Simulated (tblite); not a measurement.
C6H4F4.
Atom-mapped SMILES: `[CH2:1]=[C:2]1[C@@H:3]([C:4]([F:5])=[C:6]([F:7])[F:8])[C@@H:9]1[F:10]` (hydrogens: H11, H12 on C1; H13 on C3; H14 on C9)

Computed with GFN2-xTB (tblite), gas phase: Langevin dynamics at 400 K from the optimised GFN2-xTB geometry, time step 0.5 fs, friction 0.01 fs⁻¹, 2000 steps. The instantaneous temperature is 2·E(kin)/(3Nk) with all 3N coordinates.

| t (fs) | T (K) | E(pot) above start (eV) | C1=C2 (Å) | C2–C3 (Å) | C3–C4 (Å) | C4–F5 (Å) | C4=C6 (Å) | C1–H11 (Å) | C2–C3–C4–F5 (°) |
| --- | --- | --- | --- | --- | --- | --- | --- | --- | --- |
| 0 | 310 | 0.000 | 1.306 | 1.485 | 1.472 | 1.348 | 1.330 | 1.078 | 36 |
| 50 | 279 | 0.471 | 1.316 | 1.440 | 1.513 | 1.356 | 1.326 | 1.045 | 28 |
| 100 | 344 | 0.457 | 1.299 | 1.507 | 1.469 | 1.341 | 1.356 | 1.108 | 48 |
| 150 | 301 | 0.522 | 1.288 | 1.555 | 1.487 | 1.377 | 1.292 | 1.119 | 29 |
| 200 | 284 | 0.961 | 1.284 | 1.433 | 1.494 | 1.372 | 1.384 | 1.048 | 40 |
| 250 | 326 | 0.999 | 1.284 | 1.432 | 1.519 | 1.317 | 1.298 | 1.111 | 19 |
| 300 | 349 | 0.824 | 1.306 | 1.456 | 1.520 | 1.356 | 1.365 | 1.045 | 21 |
| 350 | 505 | 0.715 | 1.321 | 1.466 | 1.520 | 1.351 | 1.308 | 1.095 | 8 |
| 400 | 570 | 0.664 | 1.298 | 1.513 | 1.460 | 1.352 | 1.340 | 1.070 | 9 |
| 450 | 366 | 0.859 | 1.296 | 1.416 | 1.484 | 1.334 | 1.295 | 1.091 | 23 |
| 500 | 429 | 0.618 | 1.296 | 1.562 | 1.464 | 1.308 | 1.364 | 1.106 | 4 |
| 550 | 407 | 0.653 | 1.320 | 1.417 | 1.471 | 1.399 | 1.350 | 1.071 | 10 |
| 600 | 379 | 0.531 | 1.300 | 1.501 | 1.440 | 1.344 | 1.328 | 1.142 | 16 |
| 650 | 366 | 0.542 | 1.301 | 1.494 | 1.436 | 1.339 | 1.363 | 1.053 | 13 |
| 700 | 314 | 0.469 | 1.330 | 1.442 | 1.460 | 1.343 | 1.306 | 1.105 | 7 |
| 750 | 439 | 0.490 | 1.322 | 1.470 | 1.482 | 1.347 | 1.345 | 1.113 | 19 |
| 800 | 435 | 0.885 | 1.339 | 1.559 | 1.453 | 1.336 | 1.362 | 1.049 | 32 |
| 850 | 321 | 0.531 | 1.322 | 1.552 | 1.431 | 1.383 | 1.343 | 1.127 | 32 |
| 900 | 263 | 0.660 | 1.295 | 1.496 | 1.367 | 1.365 | 1.331 | 1.053 | 28 |
| 950 | 321 | 0.586 | 1.316 | 1.449 | 1.464 | 1.379 | 1.303 | 1.082 | 32 |
| 1000 | 423 | 0.577 | 1.321 | 1.520 | 1.455 | 1.310 | 1.391 | 1.102 | 42 |

**Question.** From 500 fs on, how do temperature and potential energy compare with equipartition?

**Answer.** The mean temperature of these 11 frames is 372 K against the target 400 K, and the mean potential energy 0.59 eV against 36 × kT/2 = 0.62 eV for 36 classical harmonic modes. For 14 atoms in a canonical ensemble the temperature itself scatters by T·√(2/(3N)) = 87 K; here its standard deviation is 57 K. The whole run lasts only 10 friction times of 100 fs, so these averages carry a wide statistical error.

**Question.** What are the kinetic and total energies of the listed frame with the highest potential energy?

**Answer.** The one at 250 fs, 0.999 eV above the start. Its kinetic energy is 3NkT/2 = 0.590 eV at 326 K, so the sum is 1.59 eV; over the listed frames the sum runs from 0.56 to 1.70 eV, since the thermostat adds and removes energy.

**Question.** How much do the listed bonds fluctuate from 500 fs on?

**Answer.** 
```
  bond  at the start (Å)  mean (Å)  standard deviation (Å)
 C1=C2             1.306     1.315                   0.014
 C2–C3             1.485     1.497                   0.047
 C3–C4             1.472     1.448                   0.029
 C4–F5             1.348     1.350                   0.027
 C4=C6             1.330     1.344                   0.025
C1–H11             1.078     1.091                   0.030
```

The motion is classical and holds no zero-point motion.

What follows is the cost of the whole dynamics run. On one thread of an INTEL XEON PLATINUM 8581C at 2.10 GHz (shared host), this took 15 s of wall time and 0.18 GiB of memory at its peak.
